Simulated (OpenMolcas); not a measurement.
Mo5+ (d1) among equal point charges was computed by CASSCF with the d shell active (OpenMolcas, ANO-RCC-VDZP on the metal). Its lowest spin-free states, and all those of the highest spin:

```json
{"2S+1": "2", "Degeneracy": "3", "E (cm-1)": "0.0"}
{"2S+1": "2", "Degeneracy": "2", "E (cm-1)": "7328"}
```

Task: Is the site octahedral, tetrahedral or cube-like, axial, or of lower symmetry?

Result: The states with 2S+1 = 2 have orbital degeneracies 3, 2. Threefold states need a cubic site. For d1 at this spin an octahedron puts the threefold T2 below the twofold E and a tetrahedron or cube puts the twofold E below the threefold T2, so the site is octahedral. The first gap at this spin, 7330 cm-1, is |10Dq| in ligand-field theory. The run had Mo5+ among 6 point charges of -1.7 e arranged as an octahedron (Oh), 2.04 Å from the ion.

An orbital triplet at a regular site is open to Jahn-Teller coupling, which can distort the site and quench the lowest spin-orbit gaps and is left out. This field is weak: 10Dq is about 7328 cm-1, while octahedral complexes of 4d ions of charge 3 and more, computed by the same method with explicit ligands, had a median near 25000 cm-1. Ground spin and moment need not be those of a real site. Point charges carry no covalency, so the field is a model and not that of real ligands. No measured value stands beside these numbers.
